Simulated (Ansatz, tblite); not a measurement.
Cost and result up the ladder for HgSe2⁻ (3 atoms). The state is a doublet with charge -1. Geometry: r2SCAN-D4/def2-TZVPD.

```xyz
3

Hg    1.267    1.602    0.379
Se   -0.620   -1.073    0.916
Se   -0.647   -0.529   -1.295
```

Ansatz on 4 threads of Arm Neoverse V1 on a shared host; xTB runs through tblite on one thread. Times are rough, summed over both states, and most runs start from the orbitals of an earlier one. ωB97M-V/def2-TZVPD serves as the yardstick here, not as an exact answer. Differences are given only for rows in sets of like size (and for xTB, whose basis is part of the method), since another set adds its own error. The other state is a quartet at its own geometry.

In the def2 sets Hg takes a core potential; there is no spin–orbit coupling. The xTB rows come from tblite. Correlated methods freeze 18 core orbitals; core or outer-core shells of Hg, Se are correlated, in sets that lack core-valence functions. The rows differ in basis, and correlated rows in double-zeta sets carry the largest basis error. In CCSD on the charge -1 quartet the largest single amplitude is 0.21, so its Hartree–Fock determinant may place the open shell otherwise than the density functionals do. The structure comes from a short search, and lower isomers may exist.

Correlated methods converge slowly with the basis, most of all in double-zeta sets.

xTB has no spin-polarisation term.

| level | functions | quartet − doublet (eV) | difference from ωB97M-V/def2-TZVPD (eV) | remarks |
| --- | --- | --- | --- | --- |
| r2SCANh-D4/def2-TZVPD | 160 | 1.69 | -0.39 | HOMO above zero (quartet) |
| GFN2-xTB | 22 | 2.37 | 0.29 | – |
| ωB97X-V/def2-TZVPD | 160 | 2.16 | 0.08 | – |
| CCSD(T)/def2-SVPD | 117 | 1.72 | – | – |
| GFN1-xTB | 22 | 2.53 | 0.45 | – |
| BHLYP-D4/def2-TZVPD | 160 | 1.94 | -0.14 | – |
| PBE0-D4/def2-TZVPD | 160 | 1.79 | -0.29 | HOMO above zero (quartet) |
| MP2/def2-TZVPD | 160 | 2.34 | 0.26 | – |
| PBE-D4/def2-TZVPD | 160 | 1.54 | -0.54 | HOMO above zero (doublet), HOMO above zero (quartet) |
| r2SCAN0-D4/def2-TZVPD | 160 | 1.79 | -0.29 | HOMO above zero (quartet) |
| r2SCAN-D4/def2-TZVPD (with forces) | 160 | 1.62 | -0.46 | HOMO above zero (doublet), HOMO above zero (quartet) |
| RPA@PBE/def2-TZVPD | 160 | 1.71 | -0.37 | – |
| ωB97M-V/def2-TZVPD | 160 | 2.08 | 0.00 | – |

**Question.** Estimate how long each takes.

**Answer.** GFN1-xTB 0.004 s; GFN2-xTB 0.006 s; PBE-D4/def2-TZVPD 7.1 s; MP2/def2-TZVPD 12 s; RPA@PBE/def2-TZVPD 14 s; PBE0-D4/def2-TZVPD 18 s; r2SCAN-D4/def2-TZVPD (with forces) 21 s; BHLYP-D4/def2-TZVPD 26 s; r2SCANh-D4/def2-TZVPD 26 s; r2SCAN0-D4/def2-TZVPD 36 s; ωB97X-V/def2-TZVPD 52 s; CCSD(T)/def2-SVPD 63 s; ωB97M-V/def2-TZVPD 97 s. On shared hardware such times vary by a factor of up to 3.
